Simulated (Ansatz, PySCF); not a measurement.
Si(AsH2)(OH)3 (AsH₅O₃Si), SMILES [AsH2][Si](O)(O)O. Atoms are numbered in the order given.

```xyz
10

O     -1.1494    -0.0159     1.8441
Si    -0.8505     0.1043     0.2132
O     -1.2459     1.5748    -0.4280
O     -1.8275    -1.0509    -0.4563
As     1.4083    -0.1648    -0.3841
H     -0.5475     0.4551     2.4275
H     -2.1890     1.7406    -0.5342
H     -2.1322    -1.7257     0.1582
H      1.6227    -1.2208     0.6974
H      1.8372     0.9626     0.5521
```
Charge 0, spin multiplicity 1.

Coordinates come from a PBE0-D3(BJ)/def2-SVP optimisation. The structure was generated by enumeration, and PubChem lists no compound with its InChIKey, so it may never have been made. One conformer was computed; it need not be the lowest.

Two levels are set side by side: PBE-D3(BJ)/def2-SVP (Ansatz, a program for electronic structure) and PBE0-D3(BJ)/def2-SVP (Ansatz). Each level has its own optimised geometry; the coordinates shown are those of the second. Frequencies come from the Hessian of PySCF at each geometry. Differences are taken from unrounded values.

```
quantity                            PBE0-D3(BJ)  PBE-D3(BJ)  PBE-D3(BJ) minus PBE0-D3(BJ)
----------------------------------  -----------  ----------  ----------------------------
mean bond length (Å)                      1.474       1.490                         0.016
bond O1–Si2 (Å)                           1.662       1.681                         0.019
bond Si2–O3 (Å)                           1.652       1.670                         0.018
bond Si2–O4 (Å)                           1.654       1.673                         0.018
bond Si2–As5 (Å)                          2.352       2.375                         0.023
bond O1–H6 (Å)                            0.961       0.973                         0.012
bond O3–H7 (Å)                            0.963       0.975                         0.012
bond O4–H8 (Å)                            0.962       0.974                         0.011
bond As5–H9 (Å)                           1.527       1.542                         0.016
bond As5–H10 (Å)                          1.527       1.543                         0.016
highest harmonic wavenumber (cm⁻¹)         3937        3764                          -173
mean harmonic wavenumber (cm⁻¹)            1085        1043                           -42
zero-point energy (kcal/mol)              37.22       35.78                         -1.44
```

Exact exchange shortens and stiffens bonds; PBE has none. Differences between two approximate levels are no errors against the true value.
